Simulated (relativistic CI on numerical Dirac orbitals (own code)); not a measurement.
Method of calculation: Dirac-Coulomb-Breit CI, orbitals from a KLI potential per configuration, a model potential for QED, unscaled Slater integrals (own radial code, finite nucleus).

The strongest absorption lines from the ground level of an ion, among the configurations computed and to levels below about 103 eV (vacuum wavelength in nm, gf): 18.380 (0.21), 24.135 (0.018), 26.942 (0.19), 27.831 (2.3), 32.025 (0.048), 34.333 (0.33), 42.312 (0.088), 48.694 (0.17).

(1) Which ion is it?
A. Zr⁸⁺
B. Ru¹²⁺
C. Zr⁶⁺
D. Sr⁶⁺

## Answers

(1) A. Zr⁸⁺ has 32 electrons and the ground level 4s2.4p2 3P_0; the strongest line goes to 4s2.4p.4d 3P°_1. The pattern of lines fixes the number of electrons, and along that sequence the line energies rise steadily with the charge (about as its square where n changes within one kind of shell, about linearly where n is kept but much faster in heavy ions where fine structure, which grows about as Z⁴, sets the gap, and irregularly where shells cross), which fixes Z. Configurations outside the model, such as inner-shell arrays, can give stronger lines. At this charge configurations can still be misplaced by up to about 7 % of their energy.

LS names give the leading component of a level, which can be under half, so a name can repeat, a term be missing and a line seem to break the LS rules.
